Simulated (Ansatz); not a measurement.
Start from `[SiH3]B(Cl)Cl` and change one element to get `[SiH3][Al]([Cl])[Cl]`.

Ansatz, PBE0-D4/def2-TZVP geometries, multiplicity 1. 

```csv
property,`[SiH3]B(Cl)Cl`
HOMO energy (ωB97M-V/def2-TZVPP) / eV,-10.49
LUMO energy (B3LYP/def2-TZVPP) / eV,-2.35
LUMO energy (ωB97M-V/def2-TZVPP) / eV,-0.14
HOMO–LUMO gap (PBE0/def2-TZVPP) / eV,6.17
size of the dipole moment (ωB97M-V/def2-TZVPP) / D,0.39
LUMO energy (PBE0/def2-TZVPP) / eV,-2.21
```

Task: What does the change do to each property? (Best estimate.)

Result: The calculation gave: 
| property | `[SiH3][Al]([Cl])[Cl]` | shift |
| --- | --- | --- |
| HOMO energy (ωB97M-V/def2-TZVPP) / eV | -10.29 | 0.20 |
| LUMO energy (B3LYP/def2-TZVPP) / eV | -2.01 | 0.34 |
| LUMO energy (ωB97M-V/def2-TZVPP) / eV | -0.13 | 0.01 |
| HOMO–LUMO gap (PBE0/def2-TZVPP) / eV | 6.46 | 0.29 |
| size of the dipole moment (ωB97M-V/def2-TZVPP) / D | 1.43 | 1.04 |
| LUMO energy (PBE0/def2-TZVPP) / eV | -1.86 | 0.35 |

With PBE0 the HOMO rises by 0.06 eV and the LUMO rises by 0.35 eV, so the gap widens by about 0.29 eV. PBE moves the HOMO by -0.07 eV and ωB97M-V by 0.20 eV. Dipoles are sizes alone; their direction can turn.

B3LYP here is the variant with VWN-RPA as its local correlation; programs differ in this.
